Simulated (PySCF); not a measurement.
**Electron correlation in N²⁺ (nitrogen, charge +2)**

[He] 2s2 2p1, 2P determinant. Computed with PySCF 2.14 in def2-TZVP (5s3p2d1f, 31 functions), with no relativity, point nucleus. Frozen: 1s2; 3 electrons correlated.

MP2 pair energies summed by pair of shells (mhartree):

| pair | energy | share (%) |
| --- | --- | --- |
| 2s-2s | -32.68 | 59.0 |
| 2s-2p | -22.74 | 41.0 |

Total MP2 correlation energy: -55.42 mhartree.

Same-spin part -3.44 and opposite-spin part -51.98 mhartree; SCS-MP2 scales them by 1/3 and 6/5 to -63.52 mhartree.

```csv
level,correlation energy (mhartree)
CCSD,-82.33
(T),-1.02
CCSD(T),-83.35
```

Diagnostics: T1 = 0.0068, D1 = 0.0132, largest double amplitude 0.137.

Cost of the coupled-cluster step: 0.23 s of wall time on 1 thread of Neoverse-V2 (shared host), for 3 correlated electrons.

Iterations:

```
CC2 = 0
CCSD nocc = (np.int64(2), np.int64(1)), nmo = (30, 30)
frozen orbitals [[0], [0]]
max_cycle = 100
direct = 0
conv_tol = 1e-08
conv_tol_normt = 1e-06
diis_space = 8
diis_start_cycle = 0
Init t2, MP2 energy = -0.0554205305646325
Init E_corr(UCCSD) = -0.055420530564892
cycle = 1  E_corr(UCCSD) = -0.0706789090604262  dE = -0.0152583785  norm(t1,t2) = 0.0513111
cycle = 2  E_corr(UCCSD) = -0.076739696753786  dE = -0.00606078769  norm(t1,t2) = 0.0251765
cycle = 3  E_corr(UCCSD) = -0.0823982038681254  dE = -0.00565850711  norm(t1,t2) = 0.0128954
cycle = 4  E_corr(UCCSD) = -0.0823042118301559  dE = 9.3992038e-05  norm(t1,t2) = 0.00086438
cycle = 5  E_corr(UCCSD) = -0.0823412633646313  dE = -3.70515345e-05  norm(t1,t2) = 0.000117247
cycle = 6  E_corr(UCCSD) = -0.0823280531516817  dE = 1.32102129e-05  norm(t1,t2) = 2.60926e-05
cycle = 7  E_corr(UCCSD) = -0.0823315651149849  dE = -3.5119633e-06  norm(t1,t2) = 7.77417e-06
cycle = 8  E_corr(UCCSD) = -0.0823313782316855  dE = 1.86883299e-07  norm(t1,t2) = 7.81458e-07
cycle = 9  E_corr(UCCSD) = -0.0823313227806933  dE = 5.54509923e-08  norm(t1,t2) = 1.49841e-07
cycle = 10  E_corr(UCCSD) = -0.0823313359957071  dE = -1.32150139e-08  norm(t1,t2) = 3.03956e-08
cycle = 11  E_corr(UCCSD) = -0.0823313341796854  dE = 1.81602171e-09  norm(t1,t2) = 8.73882e-09
UCCSD converged
E(UCCSD) = -52.90090725469695  E_corr = -0.08233133417968543
UCCSD(T) correction = -0.00101907052401303
```
